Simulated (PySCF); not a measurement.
InO, SMILES [O]=[In], multiplicity 2.

The structure is a stationary point at PBE0-D3(BJ)/def2-TZVP. The def2 effective core potentials stand for the cores of In; spin–orbit coupling is left out.

Two levels are set side by side: PBE/def2-TZVPD (PySCF) and B3LYP/def2-TZVPD (PySCF). Same geometry, gas phase. Differences are taken from unrounded values.

```
quantity                     B3LYP
---------------------------  -----
α-spin orbital gap (eV)       5.76
β-spin orbital gap (eV)       2.91
dipole moment (D)             4.26
mean polarisability (bohr³)   55.0
```

What does PBE give, and how far is it from B3LYP? (An estimate is asked for; the answer gives what the named calculation found.)


```tsv
quantity	PBE	PBE minus B3LYP
α-spin orbital gap (eV)	4.01	-1.75
β-spin orbital gap (eV)	0.75	-2.16
dipole moment (D)	4.25	-0.01
mean polarisability (bohr³)	50.0	-5.0
```

Rough cost on one machine, each run with all the roots and properties that it gave: B3LYP against PBE within a factor of 2.
